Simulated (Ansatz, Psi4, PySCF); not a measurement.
triplet silylene (H$_{2}$Si), triplet, geometry from GFN2-xTB. Base run: CCSD(T)/STO-3G run with PySCF.

Input for PySCF:
```python
from pyscf import gto, scf, cc

mol = gto.Mole()
mol.atom = '''
    Si   -0.006391   -0.001951    0.085235
    H     0.045667    1.283842   -0.567511
    H     0.043812   -1.256535   -0.625785
'''
mol.basis = 'sto-3g'
mol.charge = 0
mol.spin = 2
mol.verbose = 4
mol.build()

mf = scf.UHF(mol)
mf.kernel()

mycc = cc.CCSD(mf)
mycc.kernel()
et = mycc.ccsd_t()
print('E(CCSD(T)) = %.10f' % (mycc.e_tot + et))
```

The same geometry, method and basis name were run in Ansatz (a quantum-chemistry and plane-wave program) and Psi4 and PySCF, at each program's defaults and at the settings that a row names. The base is PySCF at its defaults. Differences at the defaults can come from grids, fitting, cores and function types together.

```tsv
code and settings	ΔE vs base (µEh)	basis functions	E (Eh)	SCF cycles
PySCF, defaults (exact integrals, spherical functions, all electrons correlated)	0.0	11	-286.67768	8
Psi4, defaults (exact integrals, spherical functions, all electrons correlated)	0.0	11	-286.67768	9
Ansatz, defaults (factorised integrals, spherical functions, frozen core)	2153	11	-286.67553	-
PySCF, frozen core	2151	11	-286.67553	8
Psi4, exact integrals, spherical functions, frozen core	2151	11	-286.67553	9
Ansatz, high accuracy, frozen core	2151	11	-286.67553	-
```

Open shells are given as the SCF converged; they aren't shown to be the lowest states, and a large step between rows can be another state.
